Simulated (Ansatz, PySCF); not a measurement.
C₂H₄N₂OSi, SMILES C(/N=C/O[SiH3])#N.

The structure is a stationary point at PBE-D3(BJ)/def2-SVP. The structure was generated by enumeration; whether it is a known compound was not checked. Other conformers were not sampled.

Vertical ionisation energy (IE) and electron affinity (EA) in eV. Rows of orbital energies are one-electron estimates. Where ΔSCF, EOM or ADC give a negative EA the extra electron is unbound and the value depends on the basis.

```tsv
level	IE	EA
−ε(HOMO), −ε(LUMO), PBE0/def2-TZVP (PySCF)	8.27	1.78
−ε(HOMO), −ε(LUMO), PBE/def2-TZVP (PySCF)	7.02	2.77
ΔSCF, CAM-B3LYP/def2-SVPD (Ansatz), final states of multiplicity 2 and 2	10.54	-0.03
ΔSCF, PBE/def2-SVPD (Ansatz), final states of multiplicity 2 and 2	10.19	-0.07
```

Problem. What vertical singlet–triplet gap does ΔSCF give with CAM-B3LYP/def2-SVPD (Ansatz, a first-principles code) and with PBE/def2-SVPD (Ansatz)? (Estimate from the structure and the level; the computed values follow.)

Solution. 4.10 and 3.99 eV (triplet above singlet where positive).
